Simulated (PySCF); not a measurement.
**Molecular orbitals of LaSi**

B97-3 at R = 2.592 Å; La x2c-SVPall, Si x2c-SVPall; spin-free X2C with a Gaussian nucleus (PySCF 2.14). State: quartet, about 0.0 electrons in the 4f shell (Mulliken). Only the outer orbitals are listed, counted within each symmetry.

```json
{"spin": "α", "orbital": "14σ", "occ.": "1", "ε (eV)": "-23.94", "on La (%)": "97", "main shells (%)": "97 La p"}
{"spin": "α", "orbital": "7π", "occ.": "1", "ε (eV)": "-23.77", "on La (%)": "100", "main shells (%)": "100 La p"}
{"spin": "α", "orbital": "7π", "occ.": "1", "ε (eV)": "-23.60", "on La (%)": "100", "main shells (%)": "100 La p"}
{"spin": "α", "orbital": "15σ", "occ.": "1", "ε (eV)": "-11.51", "on La (%)": "11", "main shells (%)": "89 Si s"}
{"spin": "α", "orbital": "16σ", "occ.": "1", "ε (eV)": "-5.22", "on La (%)": "36", "main shells (%)": "60 Si p, 28 La d"}
{"spin": "α", "orbital": "8π", "occ.": "1", "ε (eV)": "-5.15", "on La (%)": "38", "main shells (%)": "61 Si p, 34 La d"}
{"spin": "α", "orbital": "8π", "occ.": "1", "ε (eV)": "-4.70", "on La (%)": "44", "main shells (%)": "55 Si p, 41 La d"}
{"spin": "α", "orbital": "17σ", "occ.": "1", "ε (eV)": "-3.89", "on La (%)": "97", "main shells (%)": "62 La s, 31 La d"}
{"spin": "α", "orbital": "3δ", "occ.": "0", "ε (eV)": "-1.60", "on La (%)": "99", "main shells (%)": "88 La d, 8 La s"}
{"spin": "α", "orbital": "3δ", "occ.": "0", "ε (eV)": "-1.56", "on La (%)": "100", "main shells (%)": "100 La d"}
{"spin": "α", "orbital": "9π", "occ.": "0", "ε (eV)": "-1.24", "on La (%)": "86", "main shells (%)": "43 La d, 43 La p, 13 Si p"}
{"spin": "β", "orbital": "7π", "occ.": "1", "ε (eV)": "-23.43", "on La (%)": "100", "main shells (%)": "100 La p"}
{"spin": "β", "orbital": "14σ", "occ.": "1", "ε (eV)": "-23.19", "on La (%)": "98", "main shells (%)": "98 La p"}
{"spin": "β", "orbital": "7π", "occ.": "1", "ε (eV)": "-23.18", "on La (%)": "100", "main shells (%)": "100 La p"}
{"spin": "β", "orbital": "15σ", "occ.": "1", "ε (eV)": "-9.94", "on La (%)": "15", "main shells (%)": "85 Si s"}
{"spin": "β", "orbital": "8π", "occ.": "1", "ε (eV)": "-4.29", "on La (%)": "50", "main shells (%)": "49 Si p, 47 La d"}
{"spin": "β", "orbital": "8π", "occ.": "0", "ε (eV)": "-2.49", "on La (%)": "53", "main shells (%)": "48 La d, 47 Si p"}
{"spin": "β", "orbital": "16σ", "occ.": "0", "ε (eV)": "-2.42", "on La (%)": "57", "main shells (%)": "35 Si p, 34 La s, 21 La d"}
{"spin": "β", "orbital": "17σ", "occ.": "0", "ε (eV)": "-1.82", "on La (%)": "106", "main shells (%)": "71 La s, 36 La d"}
```

Question: Which are the highest filled and the lowest empty level, where do they sit, and how wide is the gap?

Answer: Highest filled α 17σ at -3.89 eV (in %: 62 La s, 31 La d); lowest empty β 8π at -2.49 eV (in %: 48 La d, 47 Si p); the gap at B97-3 is 1.40 eV.

The bond order (Mayer) is 2.29, the ⟨S²⟩ is 3.756 and the charge on La (Mulliken, basis-dependent) is 0.12. The charge on La (Löwdin, basis-dependent) is -0.15. The dipole moment (positive dipole means La(−)Si(+)) is -4.70 D.

Shares are Mulliken populations and can fall outside 0 to 100 %.

Spin–orbit coupling is left out. With d or f electrons several states lie close, and the lowest PBE0 determinant need not be the measured ground state.
